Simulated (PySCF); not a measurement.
Constitutional and geometric isomers with formula CH2N2Si. Isolated molecules, 0 K electronic values unless said otherwise. Strings in code marks are SMILES.

The vertical ionisation energy (Delta-SCF) from two functionals at the same geometries (CAM-B3LYP-D3(BJ)/def2-TZVP), both in PySCF: PBE-D3(BJ)/def2-TZVP and TPSSh-D3(BJ)/def2-TZVP. Delta-SCF ions had no search for a lower state. 

```csv
species,PBE-D3(BJ)/def2-TZVP (eV),TPSSh-D3(BJ)/def2-TZVP (eV)
`N#CN=[SiH2]`,9.68,9.62
`n1c/[si]1=N/[H]`,9.17,9.26
`[H]/N=[SiH]/C#N`,10.42,10.32
```

Over these rows, drawn at random from the members with no instability flagged (it was tested for open shells, ions and some series alone), PBE minus TPSSh-D3(BJ): mean +0.03 eV, from -0.09 eV to +0.10 eV.
